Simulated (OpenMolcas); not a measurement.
What dynamic correlation does to the levels of Se I

```json
{
  "Program": "OpenMolcas",
  "Basis": "ANO-RCC-VQZP [7s6p4d2f1g]",
  "Scalar Hamiltonian": "DKH2, point nucleus",
  "Active space": "6 electrons in 9 orbitals (RAS2 4s 4p; RAS3 4d, at most 2 electrons)",
  "State averaging": "2S+1 = 3 even, 3 roots; 2S+1 = 1 even, 6 roots",
  "Spin-orbit coupling": "state interaction with AMFI integrals over the reference wave functions, term energies averaged over their components"
}
```

Methods on the same reference wave functions:
A. RASSCF
B. SS-RASPT2, IPEA 0.25 Eh, imaginary shift 0.1 Eh (closed shells correlated: 3d)

Energies in cm⁻¹ above 4s² 4p⁴ ³P₂, the measured ground level; measured values from NIST Handbook of Basic Atomic Spectroscopic Data.

| Level | A | B | Measured |
| --- | --- | --- | --- |
| 4s² 4p⁴ ³P₂ | 0.0 | 0.0 | 0.0 |
| 4s² 4p⁴ ³P₁ | 1796 | 1817 | 1989 |
| 4s² 4p⁴ ³P₀ | 2376 | 2380 | 2534 |
| 4s² 4p⁴ ¹D₂ | 11195 | 9630 | 9576 |
| 4s² 4p⁴ ¹S₀ | 23900 | 22530 | 22446 |

Deviations, from unrounded energies. A percentage is the sum of absolute deviations over the sum of measured energies, with the sign that they share, or ± where signs differ.

| Against measurement | Levels | A | B |
| --- | --- | --- | --- |
| mean absolute deviation (cm-1) | 4 | 860 | 120 |
| fine structure of the ground term (%) | 2 | -7.8 | -7.3 |
| other terms of the ground configuration (%) | 2 | +9.6 | +0.4 |

B lies closest to measurement on these levels. The largest miss of B in the table is 4s² 4p⁴ ³P₁, by -170 cm-1. The ranking rests on the paired levels alone, and a cruder setting can come out closer through cancelling errors.

From A to B the spin-free energies of the other terms of 4s² 4p⁴ shown, above ³P, scale by factors of 0.84 to 0.94.

The lowest spin-free term lies below A's lowest term by 0.152 hartree in B.

CASPT2 breaks the degeneracy within a term, and the mean is taken; among the terms shown or strongly mixed into the levels shown the widest spread is 48 cm-1 (4s² 4p⁴ ¹D, B). Active for correlation alone: 4d; no level in the range computed is led by a configuration that fills it, so any true level of that kind is missing. Without dynamic correlation excited terms often stand tens of per cent too high (terms of higher spin than the ground term too low), and those without a measured partner can miss by more than the paired ones (holds for A). Computed and measured levels are paired by configuration, term and J; levels that our copy of the source lacks, or whose pairing is in doubt (as where it misses far off the trend of its configuration), stay unpaired and out of the deviations. Levels of configurations outside the active space are missing.
